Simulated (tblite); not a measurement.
Species: C₅H₁₂ClFSi.
SMILES with atom numbers: `[CH3:1][CH2:2][SiH2:3][C@@H:4]([F:5])[CH2:6][CH2:7][Cl:8]` (hydrogens: H9, H10, H11 on C1; H12, H13 on C2; H14, H15 on Si3; H16 on C4; H17, H18 on C6; H19, H20 on C7)

Structure used (GFN2-xTB), in Å, numbered top down from 1:
```xyz
20
C5H12ClFSi angstrom
C     -3.3066    0.3673   -0.2482
C     -1.8841    0.3580    0.3030
Si    -0.7867   -0.9272   -0.5689
C      0.9813   -0.8744    0.1993
F      1.7064   -1.9122   -0.3852
C      1.7311    0.4307   -0.0334
C      3.1276    0.3794    0.5678
Cl     3.9785    1.9252    0.3076
H     -3.3047    0.6040   -1.3090
H     -3.7737   -0.6059   -0.1219
H     -3.9184    1.1072    0.2642
H     -1.4612    1.3588    0.1927
H     -1.9236    0.1566    1.3758
H     -1.2869   -2.2902   -0.3693
H     -0.6485   -0.6300   -1.9983
H      0.9767   -1.1121    1.2699
H      1.1625    1.2446    0.4177
H      1.8081    0.6156   -1.1061
H      3.7259   -0.4003    0.0964
H      3.0911    0.2157    1.6456
```

All values are computed: GFN2-xTB (tblite) harmonic vibrations without scaling, gas phase. Against measured fundamentals such values can be off by several per cent, at times by over 20. Modes of hydrogen on silicon can be 10 to 20 % off. One conformer, not necessarily the lowest.

Harmonic wavenumbers (cm⁻¹): 34.6, 53.1, 61.9, 85.1, 104.6, 132.8, 221.3, 227.6, 254.4, 289.0, 335.3, 419.4, 473.0, 574.4, 684.7, 696.0, 732.4, 733.7, 770.3, 779.0, 788.1, 925.3, 976.8, 1020.1, 1032.0, 1052.3, 1074.6, 1077.8, 1129.5, 1195.4, 1236.7, 1246.8, 1256.2, 1285.5, 1293.4, 1330.4, 1421.3, 1442.2, 1465.6, 1473.8, 1510.7, 1511.4, 2243.7, 2254.5, 2903.1, 2960.3, 2973.1, 2973.9, 2986.9, 2996.4, 3001.2, 3022.5, 3039.1, 3046.0.

A = 2301, B = 514.7, C = 436.5 MHz; mass 154.038 u (most abundant isotopes); point group C1, symmetry number 1.

Problem. What is the zero-point energy?

Solution. ½Σν̃ = 34405 cm⁻¹ = 411.57 kJ/mol.

Problem. Entropy at 500 K, 1 bar (ideal gas, RRHO, classical rotation)?

Solution. Translation 182.42, rotation 135.35, vibration 251.60: S = 569.4 J/(mol K).

Problem. And Cp and H(500 K) − H(0)?

Solution. Cp = 254.35 J/(mol K), of which vibrations give 221.09 (their classical limit is 54 R = 449.0); H(500 K) − H(0) = 76.75 kJ/mol without the zero-point energy, 60.12 from vibrations.

Problem. How do the functions run with temperature in this model?

Solution. 
| T (K) | S (J/(mol K)) | Cp (J/(mol K)) | H − H(0) (kJ/mol) | G − H(0) (kJ/mol) | ln q(vib) |
| --- | --- | --- | --- | --- | --- |
| 150 | 362.7 | 113.7 | 11.69 | -42.71 | 4.84 |
| 250 | 430.1 | 154.5 | 25.07 | -82.46 | 8.22 |
| 298.15 | 459.1 | 175.4 | 33.01 | -103.87 | 9.75 |
| 400 | 516.7 | 218.1 | 53.08 | -153.60 | 12.86 |
| 600 | 618.5 | 284.6 | 103.75 | -267.36 | 18.64 |
| 900 | 747.2 | 349.1 | 199.60 | -472.85 | 26.62 |

q(vib) and H(0) count from the zero-point level.

Problem. Which modes carry the vibrational entropy at 500 K?

Solution. 34.6 cm⁻¹: 27.50; 53.1 cm⁻¹: 23.94; 61.9 cm⁻¹: 22.67; 85.1 cm⁻¹: 20.03; 104.6 cm⁻¹: 18.33; 132.8 cm⁻¹: 16.36 J/(mol K); the other 48 give 122.76 together.

Problem. What must be added to the electronic energy to get the Gibbs energy at 500 K and 1 bar?

Solution. ZPE + [H(500 K) − H(0)] − T·S = 411.57 + 76.75 − 284.69 = 203.63 kJ/mol.

Hindered rotation and anharmonicity are outside this model. Other conformers, if any are populated, would add a mixing term that is left out. The structure is chiral; the term R ln 2 for an equal mix with its mirror image is left out.
